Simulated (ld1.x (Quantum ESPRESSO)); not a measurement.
## u(r) = r·R(r): atom against pseudo-atom (Sn (Z = 50))

Columns: radius, all-electron u(r) and pseudo u(r) of the 5p shell (level -10.53 eV) of tin in the configuration [Kr] 4d10 5s2 5p1; LDA (PZ), scalar-relativistic, PAW scheme, ld1.x (Quantum ESPRESSO) 7.5.

```
r (bohr)  all-electron   pseudo
   0.130       -0.0043  -0.0061
   0.260       -0.1825  -0.0240
   0.390       -0.0079  -0.0530
   0.520        0.1986  -0.0916
   0.650        0.2902  -0.1381
   0.780        0.2678  -0.1904
   0.910        0.1734  -0.2464
   1.040        0.0462  -0.3039
   1.170       -0.0880  -0.3608
   1.300       -0.2144  -0.4155
   1.430       -0.3259  -0.4663
   1.560       -0.4198  -0.5123
   1.690       -0.4959  -0.5525
   1.820       -0.5549  -0.5865
   1.950       -0.5987  -0.6140
   2.080       -0.6290  -0.6349
   2.210       -0.6477  -0.6491
   2.340       -0.6565  -0.6566
   2.470       -0.6569  -0.6569
   2.600       -0.6506  -0.6506
   2.730       -0.6387  -0.6387
   2.860       -0.6223  -0.6223
   2.990       -0.6024  -0.6024
   3.120       -0.5799  -0.5799
   3.250       -0.5555  -0.5555
   3.380       -0.5298  -0.5298
```

(1) How many radial nodes do the two functions have?

(2) At about which radius was the pseudo-wave matched?

(3) Is the pseudo-wave norm-conserving?

Results:

(1) The all-electron 5p function has n − l − 1 = 3 (the table is too coarse to show those close to the nucleus); the pseudo-wave has 0, since the states of the same l below it are removed with the core.

(2) 2.45 bohr, where the columns begin to agree (steps of 0.13 bohr).

(3) No, it belongs to a PAW set: the norm inside the radius is not constrained, and the difference is carried by the augmentation charge.
